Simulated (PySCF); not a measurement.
**Question.** What does the PBE0-D3(BJ)/def2-SVP structure of `CC(C)[NH][Ge]([Cl])([Cl])[Cl]` (GeCl3(NHiPr)) look like in three dimensions?

**Answer.** 
```
atom  x, y, z in Å
Ge1    0.683    0.922    1.743
Cl2   -0.202    1.558    3.584
Cl3    2.610    0.092    2.167
Cl4    1.054    2.670    0.543
N5    -0.447   -0.270    1.026
C6    -0.464   -0.730   -0.361
C7     0.951   -0.898   -0.892
C8    -1.302    0.171   -1.262
H9    -1.368   -0.213    1.453
H10   -0.931   -1.732   -0.344
H11    1.462    0.076   -0.977
H12    0.928   -1.341   -1.898
H13    1.549   -1.548   -0.238
H14   -0.859    1.177   -1.324
H15   -1.371   -0.244   -2.279
H16   -2.328    0.276   -0.873
```

Orientation and origin are arbitrary. Atoms count from 1 in this order. Of the pairs four or more bonds apart, Cl4···H11 is among the closest relative to their van der Waals radii: 3.03 Å, 103 % of the sum of Bondi's values. Ge1 (germanium bonded to 3 Cl and N) is distorted tetrahedral (angles from 105.7° to 115.2°). N5 (nitrogen bonded to C, Ge and H) has angles 126.6°, 113.9° and 111.5°, sum 352.0°, 0.22 Å off the plane of its three neighbours.

Bonds between heavy atoms (Å): Ge1–Cl2 2.139, Ge1–Cl3 2.140, Ge1–Cl4 2.152, Ge1–N5 1.792, N5–C6 1.462, C6–C7 1.521, C6–C8 1.525.

Computed, not measured: PBE0-D3(BJ)/def2-SVP geometry optimisation, gas phase in PySCF 2.14.0.

Point group: C1 (no symmetry element, even within 0.4 Å). No frequency check. The numbers are those of one conformer (Ge1–N5–C6–C7 39°).

The run took 7.9 min wall on one thread of an AMD EPYC (shared host), and the process peaked at 0.94 GiB of memory. That covers the optimisation of the geometry.
